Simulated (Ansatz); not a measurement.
A nudged elastic band was laid between two geometries of CH7NOSi (11 atoms, charge 0, multiplicity 1).

Computed with Ansatz, RKS PBE0-D4/6-31G*.

```yaml
movable_images: 5
climbing_image: yes
spring: 5.0 eV/Å²
optimiser: quadratic models (default)
start_path: through a guess of the saddle point
force_threshold: 0.05 eV/Å
iteration_limit: 60
end_points: relaxed
```

Image 0:

```xyz
11
Properties=species:S:1:pos:R:3
Si 0.137 -0.008 0.154
N 0.771 0.161 1.742
H 0.292 0.693 2.455
H 1.387 -0.532 2.142
H 1.214 -0.698 -0.614
H -0.207 1.331 -0.375
O -1.282 -0.858 -0.012
C -1.345 -2.229 0.302
H -1.156 -2.412 1.370
H -2.350 -2.591 0.065
H -0.620 -2.815 -0.282
```

Image 6:

```xyz
11
Properties=species:S:1:pos:R:3
Si 0.042 0.153 -0.548
N 0.992 -0.058 1.333
H 0.435 -0.584 2.005
H 1.195 0.857 1.734
H 1.877 -0.546 1.207
H -1.172 0.669 0.269
O -0.396 -1.486 -0.615
C -1.337 -2.102 0.217
H -0.860 -2.547 1.108
H -2.108 -1.396 0.562
H -1.829 -2.918 -0.325
```

Problem. What changes between the two ends?

Solution. Bonds broken: Si1–H5. Bonds formed: N2–H5.

Problem. What energy profile does the band end with?

Solution. It converged. The highest image is number 4 of 0 to 6, 3.18 eV above the first end and 1.63 eV above the last; the last end lies 1.55 eV above the first. The profile has 2 maxima (images 2, 4) with wells between them (image 3): this band takes more than one step, which may be the mechanism or a detour left from its start path. Neighbouring images differ by up to 3.2 eV, so the band resolves the path poorly. A vibrational analysis at the climbing image gives one clearly imaginary mode, 1541i cm⁻¹: a first-order saddle point. The orbitals stay closed-shell, which can raise the energy where a bond breaks towards radicals; this wasn't checked here.

```tsv
image	path coordinate (Å)	energy (eV)	Si1–H5 (Å)	N2–H5 (Å)
0	0.00	0.00	1.49	2.55
1	2.65	0.03	1.48	2.63
2	5.30	0.18	1.50	2.66
3	7.95	0.02	1.48	2.61
4	10.60	3.18	1.64	1.38
5	13.41	1.56	2.62	1.02
6	16.22	1.55	2.63	1.02
```

Problem. What is the geometry of the highest image?

Solution. 
```xyz
11
Properties=species:S:1:pos:R:3:forces:R:3
Si 0.169 -0.053 -0.146 0.00 0.00 0.00
N 1.186 -0.292 1.437 0.00 0.00 0.00
H 1.884 -1.030 1.433 0.00 0.00 0.00
H 0.921 -0.041 2.391 0.00 0.00 0.00
H 1.641 0.451 0.367 0.00 0.00 0.00
H -0.873 0.842 0.479 0.00 0.00 0.00
O -0.616 -1.462 -0.572 0.00 0.00 0.00
C -1.655 -1.980 0.231 0.00 0.00 0.00
H -2.403 -1.212 0.474 0.00 0.00 0.00
H -2.149 -2.787 -0.320 0.00 0.00 0.00
H -1.265 -2.392 1.172 0.00 0.00 0.00
```

Time of the run: 7.7 min on 1 thread of Arm Neoverse V1, with other jobs on the host, peak memory 0.15 GiB.
